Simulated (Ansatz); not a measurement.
Cartesian coordinates (Å):
SMILES: C=C(C(N)=C)B
```xyz
14

B      1.5631    -1.1196     0.4482
C      0.6635    -0.0229    -0.1557
C      1.2743     0.8887    -0.9396
C     -0.7911     0.0499     0.0930
C     -1.4750    -0.9874     0.5980
N     -1.4159     1.2261    -0.3050
H      2.7363    -1.0700     0.2167
H      1.1507    -2.0072     1.1326
H      2.3437     0.8345    -1.1058
H      0.7406     1.6815    -1.4562
H     -2.5441    -0.9260     0.7675
H     -0.9839    -1.9222     0.8170
H     -0.8901     2.0656    -0.1131
H     -2.3722     1.3091     0.0024
```
Charge 0, multiplicity 1.

Level of theory: frozen-core CCSD(T)/cc-pVTZ // PBE0-D4/def2-TZVP (Ansatz, a program for electronic structure). The restricted HF reference is unstable towards unrestricted orbitals.

```yaml
HF energy: -235.28862 Ha
MP2 correlation energy: -0.95823 Ha
```

**Question.** Estimate the CCSD correlation energy, the (T) correction, the total energy and the T1 diagnostic.

**Answer.** 
| Quantity | Result |
|---|---|
| CCSD correlation energy | -1.00400 Ha |
| (T) correction | -0.04682 Ha |
| CCSD(T) total energy | -236.33945 Ha |
| T1 diagnostic | 0.012 |
